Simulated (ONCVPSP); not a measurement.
## Pb (Z = 82): variants of one ONCV potential

Base potential:

```json
{
  "Element": "Pb (Z = 82)",
  "Generator": "ONCVPSP 4.0.1",
  "Type": "optimised norm-conserving Vanderbilt (ONCV)",
  "Functional": "PBE",
  "Relativity": "scalar-relativistic",
  "Frozen core": "[Kr] 4d10 4f14",
  "Valence charge": "22",
  "Reference configuration": "5s2 5p6 5d10 6s2 6p2",
  "Partial waves": "5s+6s: rc 1.60 bohr, ncon 4, nbas 7, qcut 7.6 1/bohr, 2 projectors; 5p+6p: rc 1.40 bohr, ncon 4, nbas 7, qcut 12.5 1/bohr, 2 projectors; 5d: rc 1.95 bohr, ncon 4, nbas 8, qcut 7.7 1/bohr, 2 projectors, debl 2.7 Ha",
  "Local potential": "polynomial inside 0.95 bohr (lpopt 5, dvloc0 6 Ha)",
  "Core correction": "none"
}
```

All-electron outer shells of the reference configuration (PBE, scalar-relativistic, ld1.x):

```
shell  level (eV)  outermost node (bohr)  outermost maximum (bohr)
   4d     -402.09                   0.19                      0.39
   5s     -144.16                   0.45                      0.79
   4f     -132.89                      –                      0.35
   5p      -85.83                   0.49                      0.88
   5d      -21.18                   0.52                      1.07
   6s      -12.04                   1.01                      1.95
   6p       -3.50                   1.18                      2.67
```

Cutoffs, loose and tight: the cutoffs (Ha) at which the residual kinetic energy of the hardest occupied pseudo-wave falls to 1 and 0.1 mHa per electron. They do not see the model core or the augmentation charge, which bear on the density cutoff. Test errors are all-electron minus pseudo excitation energies from the reference, over the configurations 5s2 5p6 5d10 6s2 6p1; 5s2 5p6 5d10 6s2 6p0; 5s2 5p6 5d10 6s1 6p0; 5s1 5p6 5d10 6s2 6p2. A dash means not determined; rows that change the core or the reference have their own tests.

A true bound ghost makes a file unfit for plane-wave use even where its test errors are small: the radial tests pick states by their node count and pass the ghost by.

```
    change    outcome  cutoff, loose  cutoff, tight  bound ghosts  GHOST(+) flags above zero  largest test error (meV)
      base  generated          49 Ha          58 Ha             d                          s                      -767
 s: rc 1.1  generated          90 Ha         109 Ha             d                          s                      -252
s: rc 1.24  generated          49 Ha          81 Ha             d                          s                      -340
s: rc 1.36  generated          49 Ha          60 Ha             d                          s                      -446
s: rc 1.48  generated          49 Ha          58 Ha             d                          s                      -596
s: rc 1.62  generated          49 Ha          58 Ha             d                          s                      -797
s: rc 1.96  generated          49 Ha          58 Ha             d                          s                     -1176
s: rc 2.08  generated          49 Ha          58 Ha             d                          s                     -1216
s: rc 2.18  generated          49 Ha          58 Ha             d                          s                     -1219
s: rc 2.34  generated          49 Ha          58 Ha             d                          s                     -1238
```

What comes out with this change to the base: s: rc 1.76?

outcome: generated; cutoff, loose: 49 Ha; cutoff, tight: 58 Ha; bound ghosts: d; GHOST(+) flags above zero: s; largest test error (meV): -988.

Reading the sweep of the s radius (base included, trends over the rows without a ghost): Bound ghosts are found at 1.1, 1.24, 1.36, 1.48, 1.6, 1.62, 1.76, 1.96, 2.08, 2.18, 2.34 bohr. Every judged row has one, so this setting neither creates nor removes them.
